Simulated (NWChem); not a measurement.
Program: NWChem. System: HNaO, charge 0, spin multiplicity 1, at a geometry optimised with B3LYP/def2-SVP. The structure started from a generated list of species. Level: G0W0@PBE0/def2-TZVP, RI basis def2-tzvp-rifit.

Job file:

```
start mol
memory heap 200 mb stack 700 mb global 1700 mb
geometry units angstroms nocenter noautoz
  Na     0.424671    -0.804259     0.000000
  O     -0.442522     0.908521     0.000000
  H     -1.131212     1.578682     0.000000
  symmetry group Cs
end
basis spherical
  * library def2-tzvp
end
basis "ri basis" bse spherical
  * library def2-tzvp-rifit
end
dft
  xc pbe0
  iterations 100
  direct
  tolerances tight
end
task dft energy
gw
  states alpha occ 4 vir 2
end
task dft gw
```

Output (cleaned and shortened):

```
             Northwest Computational Chemistry Package (NWChem) 7.3.0
             --------------------------------------------------------

                                NWChem Input Module
                                -------------------

 Scaling coordinates for geometry "geometry" by  1.889725989
 (inverse scale =  0.529177249)

 Turning off AUTOSYM since
 SYMMETRY directive was detected!

                             Geometry "geometry" -> ""
                             -------------------------

 Output coordinates in angstroms (scale by  1.889725989 to convert to a.u.)

  No.       Tag          Charge          X              Y              Z
 ---- ---------------- ---------- -------------- -------------- --------------
    1 Na                  11.0000     0.42467100    -0.80425900     0.00000000
    2 O                    8.0000    -0.44252200     0.90852100     0.00000000
    3 H                    1.0000    -1.13121200     1.57868200     0.00000000

 Effective nuclear repulsion energy (a.u.)      30.7073249509

            Nuclear Dipole moment (a.u.)
            ----------------------------
        X                 Y               Z
 ---------------- ---------------- ----------------
    -0.0000132281     0.0000018897     0.0000000000

      Symmetry information
      --------------------

 Group name             Cs
 Group number              2
 Group order               2
 No. of unique centers     3

      Symmetry unique atoms

     1    2    3


 Summary of "ao basis" -> "" (spherical)
 ------------------------------------------------------------------------------
       Tag                 Description            Shells   Functions and Types
 ---------------- ------------------------------  ------  ---------------------
 *                         def2-tzvp                  on all atoms

 new library libraries.bse/

 Summary of "ri basis" -> "" (spherical)
 ------------------------------------------------------------------------------
       Tag                 Description            Shells   Functions and Types
 ---------------- ------------------------------  ------  ---------------------
 *                      def2-tzvp-rifit               on all atoms

                                 NWChem DFT Module
                                 -----------------

 Summary of "ao basis" -> "ao basis" (spherical)
 ------------------------------------------------------------------------------
       Tag                 Description            Shells   Functions and Types
 ---------------- ------------------------------  ------  ---------------------
 Na                        def2-tzvp                12       32   5s4p3d
 O                         def2-tzvp                11       31   5s3p2d1f
 H                         def2-tzvp                 4        6   3s1p

 Summary of "ao basis" -> "ao basis" (spherical)
 ------------------------------------------------------------------------------
       Tag                 Description            Shells   Functions and Types
 ---------------- ------------------------------  ------  ---------------------
 Na                        def2-tzvp                12       32   5s4p3d
 O                         def2-tzvp                11       31   5s3p2d1f
 H                         def2-tzvp                 4        6   3s1p

      Symmetry analysis of basis
      --------------------------

        a'         48
        a"         21

            General Information
            -------------------
[...]
   Bfn.  Coefficient  Atom+Function         Bfn.  Coefficient  Atom+Function
  ----- ------------  ---------------      ----- ------------  ---------------
    40      0.444136  2 O  pz                43      0.363756  2 O  pz
    46      0.351986  2 O  pz                14      0.068668  1 Na pz
    17      0.049171  1 Na pz                 8     -0.047508  1 Na pz
    29      0.031236  1 Na d -1              69      0.026528  3 H  pz

 Vector   11  Occ=0.000000D+00  E=-4.520943D-02  Symmetry=a'
              MO Center=  9.0D-01, -1.8D+00,  3.5D-15, r^2= 6.6D+00
   Bfn.  Coefficient  Atom+Function         Bfn.  Coefficient  Atom+Function
  ----- ------------  ---------------      ----- ------------  ---------------
     5      0.550324  1 Na s                  4      0.392120  1 Na s
    13     -0.255309  1 Na py                16     -0.183809  1 Na py
     3     -0.169327  1 Na s                 12      0.119209  1 Na px
    15      0.094161  1 Na px                 7      0.070895  1 Na py
    66      0.069234  3 H  s                 36     -0.063282  2 O  s

 Vector   12  Occ=0.000000D+00  E= 2.377286D-02  Symmetry=a'
              MO Center=  3.3D-01, -1.1D+00,  3.6D-14, r^2= 1.1D+01
   Bfn.  Coefficient  Atom+Function         Bfn.  Coefficient  Atom+Function
  ----- ------------  ---------------      ----- ------------  ---------------
    12      0.916011  1 Na px                13      0.349075  1 Na py
     5     -0.127111  1 Na s                  4      0.091057  1 Na s
    32      0.088164  1 Na d  2              66      0.078473  3 H  s
    28     -0.074962  1 Na d -2               6     -0.072754  1 Na px
    38     -0.071919  2 O  px                45     -0.069760  2 O  py

 Vector   13  Occ=0.000000D+00  E= 2.411818D-02  Symmetry=a"
              MO Center=  5.1D-01, -1.0D+00,  8.0D-14, r^2= 1.1D+01
   Bfn.  Coefficient  Atom+Function         Bfn.  Coefficient  Atom+Function
  ----- ------------  ---------------      ----- ------------  ---------------
    14      0.975868  1 Na pz                29     -0.107494  1 Na d -1
    46     -0.102850  2 O  pz                40     -0.091542  2 O  pz
     8     -0.079233  1 Na pz                43     -0.065821  2 O  pz
    31     -0.048564  1 Na d  1              17      0.033245  1 Na pz

 center of mass
 --------------
 x =   0.07300136 y =  -0.11184573 z =   0.00000000

 moments of inertia (a.u.)
 ------------------
         108.719482884311          57.104972571454           0.000000000000
          57.104972571454          30.383660019744           0.000000000000
           0.000000000000           0.000000000000         139.103142904054

     Multipole analysis of the density
     ---------------------------------

     L   x y z        total         alpha         beta         nuclear
     -   - - -        -----         -----         ----         -------
     0   0 0 0     -0.000000    -10.000000    -10.000000     20.000000

     1   1 0 0      0.995002      0.497508      0.497508     -0.000013
     1   0 1 0     -2.236843     -1.118423     -1.118423      0.000002
     1   0 0 1      0.000000      0.000000      0.000000      0.000000

     2   2 0 0     -7.469479    -12.358942    -12.358942     17.248406
     2   1 1 0     -2.449954     14.414764     14.414764    -31.279483
     2   1 0 1     -0.000000     -0.000000     -0.000000      0.000000
     2   0 2 0     -6.466388    -32.177881    -32.177881     57.889374
     2   0 1 1      0.000000      0.000000      0.000000      0.000000
     2   0 0 2     -9.446528     -4.723264     -4.723264      0.000000

 Task  times  cpu:        7.5s     wall:        7.5s

                                NWChem Input Module
                                -------------------

                                 NWChem GW Module
                                 ----------------

                             ***********************
                             ***        GW       ***
                             ***********************

 Summary of "ri basis" -> "ri basis" (spherical)
 ------------------------------------------------------------------------------
       Tag                 Description            Shells   Functions and Types
 ---------------- ------------------------------  ------  ---------------------
 Na                     def2-tzvp-rifit             29       99   10s8p6d5f
 O                      def2-tzvp-rifit             22       76   8s6p4d3f1g
 H                      def2-tzvp-rifit              7       15   4s2p1d

                 Memory Information
                 ------------------
          Available GA per process is          1700.0 MBs
          Available stack per process is        700.0 MBs
          Available heap per process is           0.0 MBs

          Peak memory in Initialization
              Peak GA per process is                  1.5 MBs
              Peak stack per process is               0.1 MBs
              Peak heap per process is                1.7 MBs
              Memory not in MA per process            0.0 MBs

          Peak memory in AFF Calculation
              Peak GA per process is                  4.7 MBs
              Peak stack per process is               2.7 MBs
              Peak heap per process is                0.0 MBs
              Memory not in MA per process            2.7 MBs

          Computing 2-center integrals
          Computing Inverse Cholesky factor
          Computing 3-center integrals
          Computing V_xc ...

          Computing Sigma_x
          Computing RPA polarizability
          Solving quasiparticle equations

                  Alpha Orbitals
          State     Energy (eV)     Error (eV)
          -----------------------------------
@GW         7        -24.454           0.002
@GW         8        -11.528           0.002
@GW         9         -7.072           0.004
@GW        10         -7.076           0.004
@GW        11         -0.028           0.002
@GW        12          1.569           0.002

   Applying  -1.9705 eV scissor-shift to rest of particle states

   Applying   1.2023 eV scissor-shift to rest of hole states

     GW Timing Statistics
   ------------------------
   Init.   :          0.0s
     ERIs  :          0.1s
     Distr.:          0.0s
     Vxc   :          0.2s
   Sigma_x :          0.0s
   RPA     :          0.0s
   Wmn     :          0.0s
   Sigma_c :          0.0s
   GW total:          0.5s

 Task  times  cpu:        0.5s     wall:        0.5s

 Total times  cpu:        8.0s     wall:        8.0s
```
